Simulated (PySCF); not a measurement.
Compound: C8H10O3S.
SMILES: `S(=O)(c1ccc(cc1)C)(=O)OC`

Torsions of this conformer, `[CH3:1][O:2][S:3](=[O:4])(=[O:5])[c:6]1[cH:7][cH:8][c:9]([CH3:10])[cH:11][cH:12]1`: C1–O2–S3–O4 -39°, O2–S3–C6–C7 76°.

The closed-shell ground state was solved at several levels (PySCF, density fitting, gas phase, non-relativistic). Geometry: PBE0-D3(BJ)/def2-SVP, one conformer, isolated molecule.

| level | basis functions | HOMO (eV) | LUMO (eV) | gap (eV) | dipole (D) |
| --- | --- | --- | --- | --- | --- |
| mPW1PW91/pcSseg-1 | 261 | -7.79 | -1.38 | 6.41 | 6.02 |
| CAM-B3LYP/def2-SVPD | 336 | -9.01 | -0.37 | 8.64 | 6.16 |

**Question.** What might PBE0/pcSseg-1 (261 basis functions) give for the same quantities?

**Answer.** HOMO -7.76 eV, LUMO -1.36 eV, gap 6.40 eV, dipole 5.99 D.

**Question.** How far do the dipole and the HOMO energy spread over the levels?

**Answer.** The dipole runs from 5.99 to 6.16 D (mean 6.06 D) and the HOMO from -9.01 to -7.76 eV.
